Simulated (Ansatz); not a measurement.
Reactions of FGaH7NSi2, SMILES `N[SiH2][Ga]([F])[SiH3]`.

Computed with Ansatz on PBE0-D4/def2-TZVP structures; ΔE is electronic, products minus reactants. CBS: MP2 limit from def2 TZ/QZ plus the TZ coupled-cluster correction, frozen cores. This one scheme is used for every species, atoms too. Open shells (•) are unrestricted, without spin–orbit coupling. Spin–orbit coupling would lower the free atoms: a little for F, Si; clearly for Ga. def2 core potentials past Kr. Bonds to Ga, Te are less sure, by a few kJ/mol each and by 10 to 20 or more in all where they break to atoms, as the def2 sets lack core-valence functions. Scalar relativity is left out up to krypton. Each species was taken in one conformer, which may not be the lowest.

Problem. Order these by ΔE at CCSD(T)/CBS, lowest first. (Best estimate.)
A. `N[SiH2][Ga]([F])[SiH3]` + `N=CN=CN` → `N/C=N/[SiH2]N` + `N=[CH][Ga]([F])[SiH3]`
B. `N[SiH2][Ga]([F])[SiH3]` + `C=N` → `N=[CH][Ga]([F])[SiH3]` + `N[SiH3]`
C. `N[SiH2][Ga]([F])[SiH3]` + HCl → `[F][Ga]([SiH3])[Cl]` + `N[SiH3]`
D. `N[SiH2][Ga]([F])[SiH3]` + H₂ → `[F][GaH][SiH3]` + `N[SiH3]`
E. `N[SiH2][Ga]([F])[SiH3]` + H₂Te → `N[SiH2][TeH]` + `[F][GaH][SiH3]`
F. `N[SiH2][Ga]([F])[SiH3]` → F• + Ga• + 7 H• + N• + 2 Si•

Solution. C (-1.22 eV), E (-0.61 eV), A (-0.44 eV), D (-0.07 eV), B (+0.24 eV), F (+37.93 eV).

Largest T1 diagnostic: 0.015, for `N=CN=CN`.
